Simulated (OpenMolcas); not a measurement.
Multiconfigurational calculation on B I

Input:

```
&GATEWAY
Coord
1

B 0.0 0.0 0.0
Basis=ANO-R2
Group=XYZ
NoMove
AngMom=0.0 0.0 0.0
AMFI
&SEWARD
&RASSCF
FileOrb=start.orb
Symmetry=2
Spin=4
nActEl=3 0 0
Inactive=1 0
Ras2=1 3
CIRoot=1 1 1
SDav=1
CIMx=300
Iter=120 100
PrWF=0.3
OrbListing=Nothing
MaxOrb=0
Atom
>>> COPY $Project.JobIph JOB001
&RASSCF
FileOrb=start.orb
Symmetry=2
Spin=2
nActEl=3 0 0
Inactive=1 0
Ras2=1 3
CIRoot=3 3 1
SDav=11
CIMx=300
Iter=120 100
PrWF=0.3
OrbListing=Nothing
MaxOrb=0
Atom
>>> COPY $Project.JobIph JOB002
&RASSCF
FileOrb=start.orb
Symmetry=1
Spin=4
nActEl=3 0 0
Inactive=1 0
Ras2=1 3
CIRoot=3 3 1
SDav=3
CIMx=300
Iter=120 100
PrWF=0.3
OrbListing=Nothing
MaxOrb=0
Atom
>>> COPY $Project.JobIph JOB003
&RASSCF
FileOrb=start.orb
Symmetry=1
Spin=2
nActEl=3 0 0
Inactive=1 0
Ras2=1 3
CIRoot=5 5 1
SDav=9
CIMx=300
Iter=120 100
PrWF=0.3
OrbListing=Nothing
MaxOrb=0
Atom
>>> COPY $Project.JobIph JOB004
&RASSI
NrOfJobIphs=3 3 3 5
1 2 3
1 2 3
1 2 3 4 5
IphNames
JOB002
JOB003
JOB004
EJob
SpinOrbit
DIPRint=1.0
SOCoupling=1000.0
Subsets=2
MEES
Property=10
'ANGMOM' 1 'ANGMOM' 2 'ANGMOM' 3 'MLTPL  1' 1 'MLTPL  1' 2 'MLTPL  1' 3
'AMFI' 1 'AMFI' 2 'AMFI' 3 'MLTPL  2' 6
SOProperty=3
'ANGMOM' 1 'ANGMOM' 2 'ANGMOM' 3
```

Launched by
```bash
OMP_NUM_THREADS=1 MOLCAS_MEM=1689 MOLCAS_PROJECT=a pymolcas a.inp > a.log  # once for each step of the input, in one work folder
```

A driver script runs the steps one by one and writes start.orb anew before each from the orbitals found so far.

Output, cut to the results:

```
--- SEWARD ---
Basis set label: B.ANO-R...4S4P2D1F.

      Electronic valence basis set:
      ------------------
      Associated Effective Charge   5.000000 au
      Associated Actual Charge      5.000000 au
      Nuclear Model: Finite nucleus - Gaussian distribution
        Gaussian exponent, Xi/bohr**(-2):  7.11787E+08

      Shell  nPrim  nBasis  Cartesian Spherical Contaminant
         s      12       4        X
         p       7       4        X
         d       3       2                 X
         f       2       1                 X
                  Relativistic X2C integrals
                  Atomic mean-field integrals
--- RASSCF ---
Wave function specifications:
      -----------------------------

      Number of closed shell electrons           2
      Number of electrons in active shells       3
      Max number of holes in RAS1 space          0
      Max nr of electrons in RAS3 space          0
      Number of inactive orbitals                1
      Number of active orbitals                  4
      Number of secondary orbitals              28
      Spin quantum number                      1.5
      State symmetry                             2
Orbital specifications:
      -----------------------

      Symmetry species                           1   2
                                                ag  au
      Frozen orbitals                            0   0
      Inactive orbitals                          1   0
      Active orbitals                            1   3
      RAS1 orbitals                              0   0
      RAS2 orbitals                              1   3
      RAS3 orbitals                              0   0
      Secondary orbitals                        12  16
      Deleted orbitals                           0   0
      Number of basis functions                 14  19
      Number of CSFs                             1
      Number of root(s) required                 1
      Iter CI   SX   CI       RASSCF       Energy    max ROT     max BLB   max BLB  Level Ln srch  Step   QN
          iter iter root      energy       change     param      element    value   shift minimum  type update
 Nr of preliminary CI iterations:   1
 ###############################################################################
 ###############################################################################
 ###                                                                         ###
 ###                                                                         ###
 ###    WARNING: Problems in orbital optimization.                           ###
 ###                                                                         ###
 ###                                                                         ###
 ###############################################################################
 ###############################################################################
  Warning: In symmetry  1, orbital p=   2 has diagonal density matrix element D(p,p) close to zero. D(p,p)=  0.000000E+00
        1   1    3    1   -24.13386186    0.00E+00  -1.61E-07    1   2 1 -1.40E-06   0.50   0.00    SX    NO
        ...
 ###############################################################################
 ###############################################################################
  Warning: In symmetry  1, orbital p=   2 has diagonal density matrix element D(p,p) close to zero. D(p,p)=  0.000000E+00
        4   1    1    1   -24.13386186    3.55E-14   0.00E+00    1   2 1 -3.19E-08   0.50   0.00    SX    NO
      Convergence after  4 iterations
        5   1    1    1   -24.13386186   -2.84E-14   0.00E+00    1   2 1 -3.19E-08   0.50   0.00    SX    NO
      Natural orbitals and occupation numbers for root  1
      sym 1:   0.000000
      sym 2:   1.000000   1.000000   1.000000
::    RASSCF root number  1 Total energy:    -24.13386186
--- RASSCF ---
Wave function specifications:
      -----------------------------

      Number of closed shell electrons           2
      Number of electrons in active shells       3
      Max number of holes in RAS1 space          0
      Max nr of electrons in RAS3 space          0
      Number of inactive orbitals                1
      Number of active orbitals                  4
      Number of secondary orbitals              28
      Spin quantum number                      0.5
      State symmetry                             2
Orbital specifications:
      -----------------------

...
--- RASSI ---
SPIN-FREE ENERGIES:
  (Shifted by EMIN (a.u.) =        -24.5666768773)

 SF State       Relative EMIN(au)   Rel lowest level(eV)    D:o, cm**(-1)      L_eff

     1             0.0000000000        0.0000000000              0.0000         1.0
     2             0.0000000000        0.0000000000              0.0000         1.0
     3             0.0000000000        0.0000000000              0.0000         1.0
     4             0.1099319666        2.9914012043          24127.2778         1.0
     5             0.1099319666        2.9914012043          24127.2778         1.0
     6             0.1099319666        2.9914012043          24127.2778         1.0
     7             0.2487301935        6.7682933663          54589.9675         2.0
     8             0.2487301935        6.7682933663          54589.9675         2.0
     9             0.2487301935        6.7682933663          54589.9675         2.0
    10             0.2487301935        6.7682933663          54589.9675         2.0
    11             0.2487301935        6.7682933663          54589.9675         2.0
     Dipole printing threshold changed to   1.00000000E+00

++ Dipole transition strengths (spin-free states):
   -----------------------------------------------
     for osc. strength at least  1.00000000E+00

  ( Max oscillator strength is only    7.5930962206932517E-002 )
--
Eigenvalues of complex Hamiltonian:
   -----------------------------------
  (Shifted by EMIN (a.u.) =        -24.5666768773)

 SO State       Relative EMIN(au)   Rel lowest level(eV)    D:o, cm**(-1)     J-value

     1            -0.0000434772        0.0000000000              0.0000         0.4
     2            -0.0000434772        0.0000000000              0.0000         0.4
     3             0.0000217386        0.0017746133             14.3132         1.2
     4             0.0000217386        0.0017746133             14.3132         1.2
...
```

The J values that RASSI prints are effective ones from its own formula and need not be integers or half-integers; the table below assigns J from the states.

Levels above the lowest, from the spin-orbit matrix, grouped by J:

```json
{"Configuration": "2s2 2p", "Term": "2P*", "J": "1/2", "E (cm-1)": "0.0", "Measured (cm-1)": "0.0", "Term weight %": "100"}
{"Configuration": "2s2 2p", "Term": "2P*", "J": "3/2", "E (cm-1)": "14.3", "Measured (cm-1)": "15.3", "Term weight %": "100"}
{"Configuration": "2s 2p2", "Term": "4P", "J": "1/2", "E (cm-1)": "24128", "Measured (cm-1)": "28870", "Term weight %": "100"}
{"Configuration": "2s 2p2", "Term": "4P", "J": "3/2", "E (cm-1)": "24133", "Measured (cm-1)": "28875", "Term weight %": "100"}
{"Configuration": "2s 2p2", "Term": "4P", "J": "5/2", "E (cm-1)": "24142", "Measured (cm-1)": "28881", "Term weight %": "100"}
{"Configuration": "2s 2p2", "Term": "2D", "J": "3/2", "E (cm-1)": "54600", "Measured (cm-1)": "47857", "Term weight %": "100"}
{"Configuration": "2s 2p2", "Term": "2D", "J": "5/2", "E (cm-1)": "54600", "Measured (cm-1)": "47857", "Term weight %": "100"}
```

Against the 6 measured excited levels shown (NIST Handbook of Basic Atomic Spectroscopic Data) the mean absolute deviation is 4600 cm-1; the largest miss in energy is 2s 2p2 2D 5/2: computed 54600, measured 47857 cm-1 (+14.1 %).

Without dynamic correlation excited terms often stand tens of per cent too high (terms of higher spin than the ground term too low), and those without a measured partner can miss by more than the paired ones. Computed and measured levels are paired by configuration, term and J; levels that our copy of the source lacks, or whose pairing is in doubt (as where it misses far off the trend of its configuration), stay unpaired and out of the deviations. Only configurations of the active space appear. The first state left out of the spin-orbit step lies near 70000 cm-1 above the lowest spin-free state of the reference (among the parities and spins computed), and the list stops at four fifths of that energy or lower.

The term weight is that of the spin-free term in the level, not the purity of its configuration. * marks odd parity.
